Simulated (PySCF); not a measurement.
**Mayer bond orders and bond lengths**

Species: C₆H₁₀N₂.
SMILES with atom numbers: `[CH3:1][CH2:2][n:3]1[cH:4][c:5]([CH3:6])[cH:7][n:8]1` (hydrogens: H9, H10, H11 on C1; H12, H13 on C2; H14 on C4; H15, H16, H17 on C6; H18 on C7)

Cartesian coordinates in Å at the GFN2-xTB level; atoms count from 1:
```xyz
18
C6H10N2 angstrom
C     -2.7301    0.3975   -0.4979
C     -1.8799   -0.7879   -0.0451
N     -0.4958   -0.4254    0.0906
C      0.4243   -0.3067   -0.8899
C      1.6028    0.0973   -0.3005
C      2.9169    0.3611   -0.9492
C      1.2753    0.2030    1.0624
N      0.0127   -0.1132    1.2768
H     -2.6434    1.2107    0.2181
H     -2.4012    0.7542   -1.4714
H     -3.7734    0.1021   -0.5687
H     -2.2148   -1.1361    0.9344
H     -1.9614   -1.6073   -0.7659
H      0.1886   -0.5212   -1.9131
H      3.1624    1.4220   -0.8993
H      3.7078   -0.1906   -0.4432
H      2.8919    0.0597   -1.9939
H      1.9086    0.4871    1.8793
```

Bond orders from the PBE0/pcSseg-1 density (PySCF). One conformer (not necessarily the lowest) at the GFN2-xTB geometry, without solvent, vibrations or thermal averaging.

Q: Where do the orders between heavy atoms depart from those drawn in the SMILES?

A: The largest departure is 0.401, at N3–C4 (drawn aromatic, 1.099), counting aromatic bonds as 1.5. The bonds drawn aromatic range from 1.10 to 1.53.

Q: Give the Mayer order of every bond, beside its length.

A: 
| bond | drawn as | length (Å) | Mayer order |
| --- | --- | --- | --- |
| C1–C2 | single | 1.527 | 1.055 |
| C2–N3 | single | 1.437 | 0.898 |
| N3–C4 | aromatic | 1.350 | 1.099 |
| C4–C5 | aromatic | 1.378 | 1.440 |
| C5–C6 | single | 1.489 | 1.057 |
| C5–C7 | aromatic | 1.406 | 1.353 |
| C7–N8 | aromatic | 1.319 | 1.528 |
| N8–N3 | aromatic | 1.328 | 1.216 |
| C1–H9 | single | 1.087 | 0.962 |
| C1–H10 | single | 1.088 | 0.964 |
| C1–H11 | single | 1.087 | 0.965 |
| C2–H12 | single | 1.092 | 0.942 |
| C2–H13 | single | 1.094 | 0.949 |
| C4–H14 | single | 1.072 | 0.982 |
| C6–H15 | single | 1.090 | 0.950 |
| C6–H16 | single | 1.089 | 0.952 |
| C6–H17 | single | 1.088 | 0.954 |
| C7–H18 | single | 1.072 | 0.993 |

By pair of heavy elements: C–C: lowest C1–C2 and C5–C6 (1.055, 1.527 Å), highest C4–C5 (1.440, 1.378 Å). C–N: lowest C2–N3 (0.898, 1.437 Å), highest C7–N8 (1.528, 1.319 Å). Bonds named together lie within 0.004.

Q: Sum the orders of all bonds at each heavy atom with more than one neighbour and set the sums beside the valence in the SMILES.

A: C1 3.946 (drawn 4), C2 3.844 (drawn 4), N3 3.213 (drawn 3), C4 3.521 (drawn 4), C5 3.850 (drawn 4), C6 3.913 (drawn 4), C7 3.874 (drawn 4), N8 2.744 (drawn 3). Orders between atoms that aren't bonded are not in these sums.

The Mayer order sums products of elements of PS (density times overlap matrix) between the two atoms' basis functions, so it depends on the basis set.
